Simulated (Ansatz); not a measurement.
NO$_{2}$, doublet, at a GFN2-xTB geometry, atoms displaced at random by about 0.05 Å a coordinate. Base run: B3LYP/def2-SVP (Ansatz, a quantum-chemistry and plane-wave program).

Input for Ansatz:
Ansatz 0.2 input:
```yaml
crystal:
  periodic: [false, false, false]
  atoms:
    - {symbol: N, position_ang: [0.01976225, 0.03213436, 0.31567043]}
    - {symbol: O, position_ang: [0.08572664, 1.10511687, -0.14167150]}
    - {symbol: O, position_ang: [0.00675443, -1.09341165, -0.14813148]}
basis:
  gaussian:
    orbitals: def2-SVP
hamiltonian:
  xc: b3lyp
magnetization: {spin_polarized: true, initial_magnetization: 1}
relax: {}
```

Each row names what was changed in the base input (with any setting that the change needs).

| change | ΔE vs base (kJ/mol) | optimiser steps |
|---|---|---|
| base | 0.00 | 5 |
| relax = max_displacement: 0.5 | 0.00 | 6 |
| relax = escape_saddle: false | 0.00 | 5 |
| relax = f_tol: 0.05 | 0.00 | 4 |
| relax = f_tol: 0.002 | 0.00 | 6 |
| relax = max_displacement: 0.02 | 0.00 | 6 |
| relax = f_tol: 0.0005 | 0.00 | 6 |
